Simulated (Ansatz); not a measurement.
Species: ZrF (charge 0, quartet). The spin state was set by rule; other spins were not relaxed. SMILES: [F][Zr]
Geometry: optimised at B3LYP-D3(BJ)/def2-TZVP (Ansatz, a first-principles code).

Quantity: vertical ionisation energy (to the triplet state of charge +1; each state is the SCF solution reached for its spin), in eV. Valence correlation only, unless marked. Open shells are spin-unrestricted. No spin-orbit coupling. Frozen are the shells of the preceding noble gas and the d and f shells that filled before the atom's block. In def2 rows, elements after Kr have scalar-relativistic effective core potentials. CBS(X,Y): correlation extrapolated as X^-3; Hartree-Fock from the larger set.

```tsv
level	program	vertical ionisation energy (eV)	minus last row
SVWN5/def2-TZVPD	Ansatz	6.96	0.53
PBE/def2-TZVPD	Ansatz	6.77	0.34
r2SCAN/def2-TZVPD	Ansatz	6.76	0.33
B3LYP/def2-TZVPD	Ansatz	6.74	0.31
PBE0/def2-TZVPD	Ansatz	6.78	0.35
BHLYP/def2-TZVPD	Ansatz	6.59	0.16
wB97M-V/def2-TZVPD	Ansatz	6.59	0.16
wB97X-V/def2-TZVPD	Ansatz	6.49	0.06
CCSD/def2-SVPD	Ansatz	6.36	-0.07
CCSD/def2-TZVPPD	Ansatz	6.43	0.00
CCSD/def2-QZVPPD	Ansatz	6.44	0.01
CCSD/CBS(def2-TZVPPD,def2-QZVPPD)	Ansatz	6.46	0.03
CCSD(T)/def2-TZVPPD	Ansatz	6.40	-0.03
CCSD(T)/def2-QZVPPD	Ansatz	6.41	-0.02
CCSD(T)/CBS(def2-TZVPPD,def2-QZVPPD)	Ansatz	6.43	0.00
```
